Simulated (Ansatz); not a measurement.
Molecule: PbBr, net charge 1, singlet state. 
Coordinates optimised at B3LYP-D3(BJ)/def2-TZVP (Ansatz, a first-principles code):
```
Pb
Br 1 2.5116
```
Charge +1, spin multiplicity 1.

Basis-set convergence of Hartree-Fock and CCSD(T) correlation energies (hartree) with Ansatz. Cores are frozen in the correlated levels unless marked. Spin-orbit coupling is left out. The frozen core is the preceding noble-gas configuration, with the filled d and f shells of earlier blocks. In def2 rows, elements after Kr have scalar-relativistic effective core potentials.

```json
[
 {"basis": "def2-SVPD", "functions": "73", "E(HF)": "-2763.75536", "E(corr, CCSD(T))": "-0.18885", "rough core time": "under 20 s"},
 {"basis": "def2-TZVPPD", "functions": "113", "E(HF)": "-2764.07465", "E(corr, CCSD(T))": "-0.23848", "rough core time": "under 20 s"},
 {"basis": "def2-QZVPPD", "functions": "186", "E(HF)": "-2764.12480", "E(corr, CCSD(T))": "-0.25912", "rough core time": "29 s"}
]
```

Extrapolating the two largest sets (X = 3 and 4) as X^-3: E(corr) = (64·(-0.25912) - 27·(-0.23848))/37 = -0.2742 Eh, an estimate of the basis-set limit. The largest set recovers 94.5 % of it, the smallest 68.9 %.
